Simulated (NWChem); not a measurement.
hydrogen iodide (HI); SMILES I

Computed with NWChem. The geometry was optimised at PBE0/def2-SVP. def2 effective core potentials on I; no spin-orbit coupling. Vertical excitations in the gas phase; the lowest state need not have the same character in each row.

```tsv
level	basis functions	lowest excitation, singlet (eV)	oscillator strength of that lowest state	lowest state with f > 0.02, singlet (eV)	oscillator strength of that bright state	orbital gap (eV)
PBE/def2-SVP, TDA	31	5.40	0.000	11.00	0.949	5.01
PBE/def2-SVPD, TDA	43	5.25	0.006	7.25	0.153	4.95
PBE/def2-TZVP, TDA	56	5.36	0.001	9.91	0.027	5.03
PBE/def2-TZVPD, TDA	68	5.24	0.007	7.14	0.081	4.96
```
